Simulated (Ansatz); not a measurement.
The cluster Ag2Br⁺, relaxed as a triplet with UKS PBE0-D4/def2-TZVP in Ansatz, starting from the PBE0-D4/def2-TZVP geometry of the charge +1 singlet. Force threshold 0.02 eV/Å.

In the def2 sets Ag takes a core potential; there is no spin–orbit coupling. The relaxation made no stability test and no search for a lower SCF solution. At PBE0-D4/def2-TZVP a singlet of charge 1 lies 3.47 eV below the triplet, each at its own geometry. The structure comes from a short search, and lower isomers may exist.

Start:

Cartesian coordinates in Å:
```
Ag -1.523 -0.713 -1.273
Ag 2.008 0.305 0.569
Br -0.485 0.408 0.705
```

Problem. Estimate the energy that the relaxation releases and the steps that it takes.

Solution. 7.0 kcal/mol, in 9 steps; 27 s on 4 threads of Arm Neoverse V1 on a shared host. The force fell under the threshold at step 7, but the optimiser went on. No frequencies were taken in this run, so the end may be a saddle point.

Problem. Does the start keep its bonding and symmetry?

Solution. By distances, no bond broke or formed. The bond that changes most is Ag2–Br3, from 2.50 to 2.69 Å (atoms count from 1). Point group C2v at the start, D∞h at the end, both within 0.05 Å.

Problem. Predict the relaxed structure.

Solution. 
Cartesian coordinates in Å:
```
Ag -2.314 -0.667 -1.207
Ag 2.314 0.667 1.207
Br 0.000 0.000 0.000
```
Bond lengths (bridged metal pairs left out): 2 × Ag–Br 2.69 Å.
